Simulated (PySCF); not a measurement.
Species: C5H5ClS3.
SMILES with atom numbers: `[CH3:1][CH2:2][c:3]1[s:4][c:5](=[S:6])[s:7][c:8]1[Cl:9]` (hydrogens: H10, H11, H12 on C1; H13, H14 on C2)

Cartesian coordinates in Å at the GFN2-xTB level; atoms count from 1:
```
atom  x, y, z in Å
C1    -1.7999    0.5955   -0.8371
C2    -1.2781   -0.3004    0.2875
C3     0.2135   -0.2506    0.3529
S4     0.9639    1.0745    1.2126
C5     2.6303    0.6397    0.9019
S6     3.8979    1.4964    1.4536
S7     2.7885   -0.8156   -0.0626
C8     1.0671   -1.1059   -0.2320
Cl9    0.5855   -2.4860   -1.1318
H10   -1.4933    1.6258   -0.6746
H11   -2.8850    0.5563   -0.8684
H12   -1.4128    0.2637   -1.7972
H13   -1.5929   -1.3308    0.1162
H14   -1.6853    0.0370    1.2420
```

Level of theory: CAM-B3LYP/def2-SVPD in PySCF (dipole) on a GFN2-xTB geometry, gas phase.

Take the most abundant isotopes and a rigid rotor. The values belong to one conformer with, in the numbering `[CH3:1][CH2:2][c:3]1[s:4][c:5](=[S:6])[s:7][c:8]1[Cl:9]`, C1–C2–C3–S4 83°.

**Question.** What are A, B and C (MHz)?

**Answer.** Ia = 368.69, Ib = 789.28, Ic = 1111.12 u·Å²; 505379 MHz·u·Å²/I gives A = 1371, B = 640.3, C = 454.8 MHz.

**Question.** What kind of rotor is it?

**Answer.** An asymmetric top. Ray's parameter κ = (2B − A − C)/(A − C) = -0.595; −1 is the prolate and +1 the oblate limit.

**Question.** What does the inertial defect say?

**Answer.** Not planar: Δ = Ic − Ia − Ib = -46.85 u·Å². For a rigid frame Δ = −2 Σ m c², so Σ m c² = 23.43 u·Å² lies off the ab plane: 6.87 from hydrogen and 16.56 from heavier atoms. The atom farthest from that plane is 1.59 Å away.

**Question.** Which types of transition are allowed, and where do some lines up to J = 5 fall?

**Answer.** The dipole components are |μa| = 3.96 D, |μb| = 1.33 D, |μc| = 0.28 D. The squared components, which scale the intensities, stand as 1.00 : 0.11 : 0.00 (a : b : c). Some lines, for components of 0.1 D or more:

| type | branch | J(Ka,Kc) | MHz | lower level (cm⁻¹) |
| --- | --- | --- | --- | --- |
| c | Q | 3(1,3) ← 3(0,3) | 399 | 0.214 |
| b | R | 3(1,2) ← 2(2,1) | 1351 | 0.219 |
| b | Q | 4(1,3) ← 4(0,4) | 2075 | 0.351 |
| b | Q | 3(2,1) ← 3(1,2) | 2084 | 0.264 |
| b | R | 3(2,2) ← 2(1,1) | 5477 | 0.146 |
| a | R | 5(4,2) ← 4(4,1) | 5545 | 0.805 |
| b | Q | 4(4,0) ← 4(3,1) | 5693 | 0.616 |
| b | Q | 4(4,1) ← 4(3,2) | 5715 | 0.615 |
| b | Q | 5(5,1) ← 5(4,2) | 7345 | 0.990 |
| b | R | 4(4,0) ← 3(3,1) | 10149 | 0.467 |

**Question.** Estimate the classical rotational partition function at 50 K, 298.15 K and 500 K.

**Answer.** Point group C1, symmetry number σ = 1; q = (√π/σ)·√((kT/h)³/(ABC)), k/h = 20836.6 MHz/K: 94300 at 50 K, 1370000 at 298.15 K, 2980000 at 500 K.

Whether it is a minimum is left open (no frequencies). No vibrational averaging or centrifugal distortion is included, and the geometry carries the error of its method. A rigid rotor knows nothing of internal rotation, which can split or shift real lines. Quadrupole hyperfine structure (35Cl) is left out.
